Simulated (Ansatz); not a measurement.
Wavefunction ladder for C$_{2}$H$_{6}$LiN, SMILES `[Li][N](C)C`

Z-matrix (Å, degrees):
```
C
N 1 1.433
H 1 1.109 2 113.1
H 1 1.098 2 111.6 3 120.1
H 1 1.109 2 113.1 3 -119.8
C 2 1.433 1 109.2 3 59.9
Li 2 1.737 1 125.4 3 -120.0
H 6 1.109 2 113.1 1 -59.9
H 6 1.098 2 111.6 1 180.0
H 6 1.109 2 113.1 1 59.9
```

Total charge 0; spin multiplicity 1. Correlated methods include outer-core shells of Li, which these sets cover unevenly. All single points use the PBE0-D4/def2-TZVP geometry. Frozen core, restricted reference, Ansatz 0.2.0. CBS rows extrapolate triple and quadruple zeta; past MP2 they add the triple-zeta difference. For Li the program correlates outer-core shells too, which these sets cover unevenly, so the extrapolated numbers aren't a true limit.

```csv
basis,HF (Eh),MP2 corr.,CCSD corr.,(T),CCSD(T) total
def2-SVP,-140.99594,-0.47684,-0.51519,-0.01481,-141.52594
def2-TZVPP,-141.14962,-0.61924,-0.65236,-0.02457,-141.82655
def2-QZVPP,-141.15748,-0.65806,–,–,–
CBS(def2),-141.15856,-0.68682,-0.71994,as TZ,-141.90307
```
